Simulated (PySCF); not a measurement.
Tin: a sound run and one with changed settings

Sound run: Sn [Kr] 4d10 5s2 5p2, Sn⁺ [Kr] 4d10 5s2 5p1. All numbers are calculated (PySCF 2.14, a scalar-relativistic core potential, in aug-cc-pVDZ-PP with ECP28MDF). The sound run starts from symmetry-adapted Hartree-Fock orbitals and uses a fine grid where one is needed.

Changed run: basis STO-3G, all-electron and non-relativistic. This setting is unsound on purpose.

| species | method | sound run (hartree) | changed run (hartree) | converged |
| --- | --- | --- | --- | --- |
| Sn | UHF | -213.33545 | -5963.20613 | yes |
| Sn | LDA | -213.90335 | -5959.43466 | yes |
| Sn | r2SCAN | -214.32475 | -5965.36109 | yes |
| Sn⁺ | UHF | -213.08344 | -5963.08043 | yes |
| Sn⁺ | LDA | -213.63081 | -5959.27601 | yes |
| Sn⁺ | r2SCAN | -214.05246 | -5965.20303 | yes |

Ionisation energy of Sn:

```
method  sound run (eV)  changed run (eV)
   UHF           6.858             3.421
   LDA           7.416             4.317
r2SCAN           7.409             4.301
```

A minimal basis cannot let orbitals breathe on ionisation and holds almost no correlation. The Hamiltonian changed with the basis, so the totals do not compare.

For comparison, NIST gives 7.344 eV between the lowest levels.
